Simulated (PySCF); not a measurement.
Working out the ionisation energy of F⁺

F⁺ [He] 2s2 2p4 (3P) → F²⁺ [He] 2s2 2p3 (4S). All numbers are calculated (PySCF 2.14, no relativity, point nucleus, in aug-cc-pVDZ (4s3p2d, 23 functions)). Frozen: 1s2. Energies in hartree (1 hartree = 27.21139 eV):

| part | F⁺ (lower) | F²⁺ (upper) |
| --- | --- | --- |
| UHF | -98.801665 | -97.575981 |
| CCSD correlation | -0.118220 | -0.084900 |
| (T) | -0.001221 | -0.000512 |

Question: What does Hartree-Fock give?

Answer: (-97.575981) − (-98.801665) = 1.225684 hartree = 33.353 eV.

Question: What do CCSD and CCSD(T) give?

Answer: The CCSD correlation energies differ by 0.033320 hartree = 0.907 eV and the triples by 0.000709 hartree = 0.019 eV, so CCSD gives 34.260 eV and CCSD(T) 34.279 eV.

Measured between the centres of the two terms (NIST): 34.950 eV, so CCSD(T) (valence) is off by -0.671 eV.

A double-zeta basis recovers only part of the correlation energy.

What remains against the reference includes basis incompleteness, the frozen core and higher excitations.
